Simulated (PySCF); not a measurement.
C₃H₅Cl₃O₂Si.
SMILES: `ClC(Cl)(CC(O[SiH3])=O)Cl`

A linear-response calculation (PySCF, def2-SVPD basis, gas phase, vertical, core orbitals frozen in the response) gave these numbers; the functional is withheld.

Orbital energies (eV): HOMO-3 -10.74, HOMO-2 -10.63, HOMO-1 -10.29, HOMO -10.15, LUMO 0.06, LUMO+1 0.52, LUMO+2 0.73.

```tsv
state	E (eV)	f	main configurations (H = HOMO, L = LUMO)
S1	5.82	0.0004	H→L+1 (52%), H→L (14%)
S2	6.48	0.0002	H-1→L (77%)
S3	6.82	0.0082	H-2→L (40%), H→L (13%), H-3→L (9%)
S4	6.91	0.012	H-3→L (39%), H-2→L (23%)
S5	7.08	0.0045	H-5→L (34%), H-3→L (11%)
S6	7.22	0.0050	H-1→L+3 (42%), H-8→L (13%)
```

Triplets, Tamm–Dancoff:

```csv
state,E (eV),λ (nm),"main configurations (H = HOMO, L = LUMO)"
T1,5.33,232.8,"H→L+1 (52%), H→L (14%)"
T2,5.85,212.1,H-1→L (67%)
T3,6.07,204.2,"H-2→L (26%), H-3→L (15%)"
T4,6.08,203.8,"H-4→L+1 (23%), H-9→L+1 (16%), H-2→L (11%)"
```

Vertical ionisation energy by ΔSCF with the same functional: 10.89 eV. Mean static polarisability: 108.1 au.

**Question.** Which of these was used?
A. PBE
B. PBE0
C. CAM-B3LYP
D. HF

**Answer.** C. CAM-B3LYP is range-separated, 19% exact exchange at short range and 65% at long range (ω = 0.33 bohr⁻¹). In this run −ε(HOMO) = 10.15 eV differs from the ΔSCF value by -0.74 eV, and S1 differs from the orbital gap of 10.21 eV by -4.39 eV. The ratio −ε(HOMO)/IP is 0.93. Small neutral molecules mostly give 0.85 to 0.93 with CAM-B3LYP, 0.5 to 0.7 with PBE, 0.7 to 0.83 with PBE0; with Hartree–Fock the ratio is 1 or more (Koopmans' value less the relaxation energy is the ΔSCF value). The other options: PBE, a GGA without exact exchange; HF, time-dependent Hartree–Fock, 100% exact exchange; PBE0, a global hybrid with 25% exact exchange.

Theory: TDDFT CAM-B3LYP/def2-SVPD, vertical, gas phase, core orbitals frozen in the response in PySCF. One conformer (not necessarily the lowest) at the PBE0-D3(BJ)/def2-SVP geometry, without solvent, vibrations or thermal averaging.

The values belong to the conformer `[O:1]=[C:2]([CH2:3][C:4]([Cl:5])([Cl:6])[Cl:7])[O:8][SiH3:9]`: O1–C2–C3–C4 149°, C2–C3–C4–Cl5 -52°, O1–C2–O8–Si9 -3°.
